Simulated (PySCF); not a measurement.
A survey of 29Si NMR shifts

Computed data (PySCF 2.14): shielding tensors at PBE0/pcSseg-1 (GIAO), GFN2-xTB structure. No relativistic terms, averaged over atoms made equivalent by symmetry, fast rotation or ring inversion, a single conformation, no solvent model.

Shieldings were converted by a linear fit to measured shifts: 29Si (scatter 8.9 ppm rms, 25.8 ppm with the 6 outliers that the fit left out vs TMS, solution or neat liquid). Occasional misses reach two or three times the rms, and more in compound classes unlike the fitted ones.

Q: Give the 29Si shifts of `O=CCC[SiH2][SiH2][SiH3]`, `C#C[Si@@](Cl)(C#CC)N=C`, `[SiH3]O[SiH2][Si@]1([SiH3])[SiH2]CS1`, `CS[Si@H]1[SiH2][Si@@H](O[SiH3])[SiH2]1`, `C#C[Si@]1(F)C=C(C#N)[SiH2]1`, `O=C[SiH2]C[SiH2][SiH2][SiH3]`, `CS[Si]1(O)[SiH2][SiH2][SiH2][SiH2]1`, `C#C[SiH2]N([SiH3])[SiH](N)N`, `CC(C)O[SiH2]/C(F)=C/C=O`.

A: 
| compound | environment | δ (ppm) |
| --- | --- | --- |
| [O:1]=[CH:2][CH2:3][CH2:4][SiH2:5][SiH2:6][SiH3:7] | Si5: silicon bonded to C, Si, 2 H | -63.9 |
| [O:1]=[CH:2][CH2:3][CH2:4][SiH2:5][SiH2:6][SiH3:7] | Si7: silicon bonded to Si, 3 H | -103.5 |
| [O:1]=[CH:2][CH2:3][CH2:4][SiH2:5][SiH2:6][SiH3:7] | Si6: silicon bonded to 2 Si, 2 H | -111.6 |
| C#C[Si@@](Cl)(C#CC)N=C | silicon bonded to 2 C, Cl, N | -53.9 |
| [SiH3:1][O:2][SiH2:3][Si@:4]1([SiH3:5])[SiH2:6][CH2:7][S:8]1 | Si4: silicon bonded to S, 3 Si, in a 4-membered ring | -26.7 |
| [SiH3:1][O:2][SiH2:3][Si@:4]1([SiH3:5])[SiH2:6][CH2:7][S:8]1 | Si3: silicon bonded to O, Si, 2 H | -28.7 |
| [SiH3:1][O:2][SiH2:3][Si@:4]1([SiH3:5])[SiH2:6][CH2:7][S:8]1 | Si6: silicon bonded to C, Si, 2 H, in a 4-membered ring | -37.9 |
| [SiH3:1][O:2][SiH2:3][Si@:4]1([SiH3:5])[SiH2:6][CH2:7][S:8]1 | Si1: silicon bonded to O, 3 H | -39.4 |
| [SiH3:1][O:2][SiH2:3][Si@:4]1([SiH3:5])[SiH2:6][CH2:7][S:8]1 | Si5: silicon bonded to Si, 3 H | -93.1 |
| [CH3:1][S:2][Si@H:3]1[SiH2:4][Si@@H:5]([O:6][SiH3:7])[SiH2:8]1 | Si5: silicon bonded to O, 2 Si, H, in a 4-membered ring | 2.0 |
| [CH3:1][S:2][Si@H:3]1[SiH2:4][Si@@H:5]([O:6][SiH3:7])[SiH2:8]1 | Si3: silicon bonded to S, 2 Si, H, in a 4-membered ring | -21.0 |
| [CH3:1][S:2][Si@H:3]1[SiH2:4][Si@@H:5]([O:6][SiH3:7])[SiH2:8]1 | Si7: silicon bonded to O, 3 H | -42.5 |
| [CH3:1][S:2][Si@H:3]1[SiH2:4][Si@@H:5]([O:6][SiH3:7])[SiH2:8]1 | Si4/8: silicon bonded to 2 Si, 2 H, in a 4-membered ring (×2) | -76.6 |
| [CH:1]#[C:2][Si@:3]1([F:4])[CH:5]=[C:6]([C:7]#[N:8])[SiH2:9]1 | Si3: silicon bonded to 2 C, F, Si, in a 4-membered ring | -11.8 |
| [CH:1]#[C:2][Si@:3]1([F:4])[CH:5]=[C:6]([C:7]#[N:8])[SiH2:9]1 | Si9: silicon bonded to C, Si, 2 H, in a 4-membered ring | -24.3 |
| [O:1]=[CH:2][SiH2:3][CH2:4][SiH2:5][SiH2:6][SiH3:7] | Si3: silicon bonded to 2 C, 2 H | -49.5 |
| [O:1]=[CH:2][SiH2:3][CH2:4][SiH2:5][SiH2:6][SiH3:7] | Si5: silicon bonded to C, Si, 2 H | -65.3 |
| [O:1]=[CH:2][SiH2:3][CH2:4][SiH2:5][SiH2:6][SiH3:7] | Si7: silicon bonded to Si, 3 H | -98.0 |
| [O:1]=[CH:2][SiH2:3][CH2:4][SiH2:5][SiH2:6][SiH3:7] | Si6: silicon bonded to 2 Si, 2 H | -109.9 |
| [CH3:1][S:2][Si:3]1([OH:4])[SiH2:5][SiH2:6][SiH2:7][SiH2:8]1 | Si3: silicon bonded to O, S, 2 Si, in a 5-membered ring | 37.7 |
| [CH3:1][S:2][Si:3]1([OH:4])[SiH2:5][SiH2:6][SiH2:7][SiH2:8]1 | Si6/7: silicon bonded to 2 Si, 2 H, in a 5-membered ring (×2) | -112.6 |
| [CH3:1][S:2][Si:3]1([OH:4])[SiH2:5][SiH2:6][SiH2:7][SiH2:8]1 | Si5/8: silicon bonded to 2 Si, 2 H, in a 5-membered ring (×2) | -117.4 |
| [CH:1]#[C:2][SiH2:3][N:4]([SiH3:5])[SiH:6]([NH2:7])[NH2:8] | Si6: silicon bonded to 3 N, H | -30.8 |
| [CH:1]#[C:2][SiH2:3][N:4]([SiH3:5])[SiH:6]([NH2:7])[NH2:8] | Si5: silicon bonded to N, 3 H | -57.2 |
| [CH:1]#[C:2][SiH2:3][N:4]([SiH3:5])[SiH:6]([NH2:7])[NH2:8] | Si3: silicon bonded to C, N, 2 H | -57.2 |
| CC(C)O[SiH2]/C(F)=C/C=O | silicon bonded to C, O, 2 H | -49.0 |
